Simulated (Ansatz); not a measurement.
Molecule: C₂H₂O (charge 0, singlet). SMILES: O1C=C1
Coordinates optimised at B3LYP-D3(BJ)/def2-TZVP (Ansatz, a quantum-chemistry and plane-wave program):
```xyz
5

C     -0.5598    -0.3894    -0.1406
C      0.6961    -0.5349    -0.0506
O     -0.1265     0.8836     0.1831
H     -1.5447    -0.7845    -0.3237
H      1.7394    -0.7389     0.0057
```

Quantity: vertical triplet-singlet gap (E(triplet) - E(singlet); each state is the SCF solution reached for its spin; for the singlet the Hartree-Fock reference is unstable and T1 is 0.018), in kJ/mol. Cores are frozen in the correlated levels unless marked. UHF or UKS for open shells. No spin-orbit coupling. Non-relativistic. 

| level | program | vertical triplet-singlet gap (kJ/mol) |
|---|---|---|
| HF/aug-cc-pVQZ | Ansatz | 204.5 |
| wB97X-V/def2-TZVPD | Ansatz | 289.4 |
| MP2/aug-cc-pVDZ | Ansatz | 304.9 |
| SCS-MP2/aug-cc-pVDZ | Ansatz | 313.4 |
| CCSD/aug-cc-pVTZ | Ansatz | 296.0 |
| CCSD(T)/aug-cc-pVDZ | Ansatz | 302.2 |
